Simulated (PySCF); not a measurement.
**Ag¹⁶⁺: fine-structure interval**

Ag¹⁶⁺ [Ar] 3d10 4s2 4p1 [4p1/2^1, M_J = 1/2] → Ag¹⁶⁺ [Ar] 3d10 4s2 4p1 [4p3/2^1, M_J = 3/2], as a difference of total energies. Calculation: PySCF 2.14, in an uncontracted even-tempered set (18 s from 0.84 bohr⁻², ratio 2.8; 13 p from 1.1 bohr⁻², ratio 2.8; 9 d from 1.9 bohr⁻², ratio 2.8; 4 f from 5.8 bohr⁻², ratio 3); the two-component X2C-1e Hamiltonian. Correlated levels: [Ne] frozen; the 86 highest virtual spinors dropped. "Screened" scales the spin-orbit matrix elements by Boettger's factors to mimic the two-electron term; Breit and QED terms are absent.

| method | fine-structure interval (cm⁻¹) |
| --- | --- |
| GHF (screened spin-orbit) | 64475 |
| GMP2 (screened spin-orbit) | 63119 |
| GHF (bare spin-orbit) | 67395 |
